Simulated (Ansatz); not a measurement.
`C[CH](C)[SnH3]` + `C[SeH]` → `C[Se][SnH3]` + propane at 298.15 K and 1 bar (ligand exchange at the Sn–C bond).

Program: Ansatz. Geometries: PBE0-D4/def2-TZVP. ΔE: electronic, gas phase. CBS: MP2 limit from def2 TZ/QZ plus the TZ coupled-cluster correction, frozen cores. def2 core potentials past Kr. For Se, Sn outer-core shells are correlated without core-valence functions, which leaves a few kJ/mol of doubt a bond. Scalar relativity is left out up to krypton.

```json
{"species": "`C[CH](C)[SnH3]`", "CCSD(T)/CBS energy (Eh)": "-334.18096", "H − E (kJ/mol)": "318.7", "S (J/(mol·K))": "355.4"}
{"species": "`C[SeH]`", "CCSD(T)/CBS energy (Eh)": "-2441.15625", "H − E (kJ/mol)": "129.5", "S (J/(mol·K))": "267.5"}
{"species": "`C[Se][SnH3]`", "CCSD(T)/CBS energy (Eh)": "-2656.39593", "H − E (kJ/mol)": "172.4", "S (J/(mol·K))": "356.1"}
{"species": "`CCC`", "CCSD(T)/CBS energy (Eh)": "-118.98051", "H − E (kJ/mol)": "285.9", "S (J/(mol·K))": "268.4"}
```

H − E and S are ideal-gas, rigid-rotor, harmonic terms from PBE0-D4/def2-TZVP. 1 Eh = 2625.50 kJ/mol, R = 8.31446 J/(mol·K).

Task: By hand: ΔE, ΔH, ΔS and ΔG.

Result: ΔE = (-2656.39593) + (-118.98051) − (-334.18096) − (-2441.15625) = -0.03923 Eh = -103.0 kJ/mol. Δ(H − E) = 172.4 + 285.9 − 318.7 − 129.5 = 10.1, so ΔH = -92.9 kJ/mol. ΔS = 356.1 + 268.4 − 355.4 − 267.5 = 1.6 J/(mol·K). ΔG = -92.9 − 298.15 × (1.6)/1000 = -93.4 kJ/mol.

Task: By hand: the equilibrium constant, and the temperature at which ΔG would vanish if ΔH and ΔS stayed fixed.

Result: log₁₀ K = −ΔG/(RT ln 10) = 16.4. ΔH and −TΔS have one sign here, so there is no such temperature.

The number of gas molecules stays the same, so ΔS is small and ΔH decides. A doubt of 5 kJ/mol in ΔE shifts log₁₀ K by 0.9 here. Modes under 60 cm⁻¹, often nearly free rotors, make the harmonic entropy too high. These are equilibria of isolated gas molecules and say nothing of rates. Largest T1 diagnostic: 0.011 (customary marks: 0.02 for closed shells, 0.045 for open ones).

ΔS is within the doubt of such terms, so its sign, and with it that verdict, could turn.
